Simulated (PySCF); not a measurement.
C3H6F2Si, SMILES F[SiH2][C@@H]1C[C@@H]1F.

Coordinates come from a PBE0-D3(BJ)/def2-SVP optimisation. The structure was generated by enumeration; whether it is a known compound was not checked. One conformer was computed; it need not be the lowest.

Computed with CAM-B3LYP/def2-TZVP in PySCF.

Isolated molecule, no solvent.

### Question
Estimate the frontier levels, gap, dipole moment and polarisability. (The exact figures need the calculation; the answer reports its results.)

### Answer

```yaml
highest_occupied_level: -9.94 eV
lowest_empty_level: 1.29 eV
orbital_gap: 11.23 eV
dipole_moment: 2.07 D
quadrupole, principal values (traceless, Buckingham form, about the centre of nuclear charge): -10.76, 3.53, 7.23 D·Å
mean_static_polarisability: 56.7 bohr³ (8.40 Å³)
polarisability_principal_values: 52.6, 53.6, 64.0 bohr³
```
